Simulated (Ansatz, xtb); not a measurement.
Relaxing a trial structure of C2H3Cl3Sn

The starting geometry of this gas-phase singlet was built from a drawn formula by distance geometry and a force field; its bonds are those of `C[C](Cl)=[Sn]([Cl])[Cl]`.

```xyz
9

C    -0.3638   -0.4699    0.8035
C    -0.5038    0.6287    1.7776
Cl   -1.7442    0.6572    3.0289
Cl    0.5546    3.8884    3.2406
Cl    2.4423    2.1371    0.1495
Sn    0.7586    2.1085    1.7584
H    -1.1400   -1.2722    0.9643
H     0.6739   -0.9920    0.9213
H    -0.4585   -0.0975   -0.1840
```

Task: Where would you expect an optimisation with r2SCAN-D4/def2-SVP to take it?

Result: A new bond forms, giving a structure with Cl4 bridging C2 and Sn6, given below by its coordinates. Distances that change by over a tenth: C2–Sn6 (1.95 → 2.26 Å), Cl4–Sn6 (2.33 → 2.81 Å). Contacts that close: C2–Cl4 (3.73 → 1.91 Å).

The energy falls by 1.73 eV over 34 steps:

```csv
step,E − E(last) (eV)
1,1.731
5,0.834
8,0.618
12,0.588
16,0.583
19,0.518
23,0.285
27,0.028
30,0.001
34,0.000
```

Final geometry (Å):

```yaml
atoms:
  - { symbol: C, position_ang: [-0.4620, 0.0230, 0.7963] }
  - { symbol: C, position_ang: [-0.2098, 0.8229, 2.0368] }
  - { symbol: Cl, position_ang: [-1.0250, 0.1247, 3.4642] }
  - { symbol: Cl, position_ang: [-0.8748, 2.5894, 1.7784] }
  - { symbol: Cl, position_ang: [2.6026, 1.7319, 0.3372] }
  - { symbol: Sn, position_ang: [1.7165, 1.8675, 2.5774] }
  - { symbol: H, position_ang: [-1.5384, -0.0771, 0.5802] }
  - { symbol: H, position_ang: [-0.0415, -0.9847, 0.9463] }
  - { symbol: H, position_ang: [0.0516, 0.4907, -0.0566] }
```

From the same start GFN2-xTB reaches the same bonding as this run.

No frequencies were run, so the end isn't proven a minimum. Atoms past krypton carry core potentials, without spin–orbit terms. Run with Ansatz 0.2.0, 2.5 min on 2 threads of Arm Neoverse V1, with other jobs on the host.
